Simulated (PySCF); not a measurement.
All values below come from B3LYP-D3(BJ)/def2-TZVP // PBE0-D4/def2-SVP (PySCF 2.14.0). All species are isolated molecules in the gas phase. One relaxed conformer stands for a flexible species; it need not be the lowest. B3LYP has the VWN-RPA correlation part, as in Gaussian. 

Reference species (SMILES): `[Ge]([O]C)([SH])([SH])[SH]` (neutral, multiplicity 1).

```yaml
LUMO: -1.33 eV
HOMO: -7.28 eV
```

Changed species: `[Ge]([O]C)([O]C)([SH])[O]C` (1 of 4 OCH3 replaced by SH; the reference has 3 of 4 OCH3 replaced by SH).

Q: Predict the effect on the LUMO and HOMO.

A: the LUMO rises by 0.95 eV, to -0.38 eV; the HOMO falls by 0.21 eV, to -7.49 eV.
